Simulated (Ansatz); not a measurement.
B2GeH7N (`[BH2][GeH2][BH]N`). Charge 0, multiplicity 1. Geometry: relaxed with PBE0-D4/def2-TZVP. It is one conformer, not always the lowest.

```xyz
11

B     1.355    1.219    1.306
Ge    0.813   -0.544    0.422
B    -0.529   -0.117   -1.104
N    -1.857   -0.488   -0.987
H     0.768    1.639    2.259
H     2.224    1.895    0.840
H     0.147   -1.513    1.429
H     2.036   -1.270   -0.176
H    -0.185    0.462   -2.094
H    -2.543   -0.300   -1.701
H    -2.229   -0.983   -0.193
```

Problem. What is the dipole moment at r2SCAN/def2-TZVPP? (An estimate is asked.)

Solution. The calculation gave: 2.51 D, with components (-2.44, -0.22, -0.57) D in this frame, pointing from negative to positive charge.

Problem. And with PBE, B3LYP, ωB97M-V? (Estimate.)

Solution. Computed: PBE 2.61 D, B3LYP 2.42 D, ωB97M-V 2.39 D.

Problem. Give the Mulliken charges with r2SCAN, PBE, ωB97M-V in def2-TZVPP. (Best estimate.)

Solution. Computed: 
| atom | r2SCAN | PBE | ωB97M-V |
| --- | --- | --- | --- |
| B1 | -0.06 | -0.10 | -0.14 |
| Ge2 | 0.05 | 0.04 | -0.14 |
| B3 | -0.02 | -0.08 | -0.04 |
| N4 | -0.27 | -0.22 | -0.18 |
| H5 | 0.01 | 0.03 | 0.08 |
| H6 | 0.02 | 0.03 | 0.09 |
| H7 | -0.04 | -0.05 | -0.01 |
| H8 | -0.03 | -0.03 | 0.00 |
| H9 | -0.01 | 0.00 | 0.06 |
| H10 | 0.18 | 0.18 | 0.14 |
| H11 | 0.18 | 0.18 | 0.14 |

B3LYP here is the variant with VWN-RPA as its local correlation; programs differ in this.
